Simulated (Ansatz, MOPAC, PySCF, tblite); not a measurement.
Breaking a bond: AlB, lowest singlet found (which spin is the ground state isn't settled by this scan).

RKS-B3LYP/6-31G* = PySCF with restricted B3LYP/6-31G*, spherical d; RKS-PBE = Ansatz (an electronic-structure program) with restricted PBE/aug-cc-pVDZ; AM1, restricted, heats of formation (MOPAC); GFN2-xTB, 300 K electronic temperature (tblite).

Energies are in mEh, each relative to the lowest point of its own curve between 1.72 and 2.13 Å, where full CI is lowest.

| R / Å | RKS-B3LYP/6-31G* | RKS-PBE | AM1 | GFN2-xTB |
|---|---|---|---|---|
| 1.48 | 158.7 | 164.9 | 20.5 | 195.5 |
| 1.59 | 89.0 | 93.4 | ? | 81.4 |
| 1.72 | 39.5 | 42.2 | 0.0 | 21.8 |
| 1.78 | 25.2 | 27.3 | 2.3 | 9.6 |
| 1.86 | 12.2 | 13.6 | ? | 2.0 |
| 1.95 | 3.9 | 4.7 | ? | 0.0 |
| 2.02 | ? | 1.2 | 25.1 | 1.1 |
| 2.09 | 0.0 | 0.0 | ? | 3.6 |
| 2.13 | 0.3 | 0.1 | 34.9 | ? |

**Question.** Some entries are withheld; supply them.

**Answer.** 
- 1.59, AM1: 4.6
- 1.86, AM1: 8.5
- 1.95, AM1: 17.8
- 2.02, RKS-B3LYP/6-31G*: 0.9
- 2.09, AM1: 31.6
- 2.13, GFN2-xTB: 5.4

The scan ran from 1.48 to 7.01 Å; beyond the distances shown full CI changes its symmetry label. The restricted form behind RKS-B3LYP/6-31G*, RKS-PBE, AM1 keeps the bonding electrons paired and can't separate into open-shell fragments.
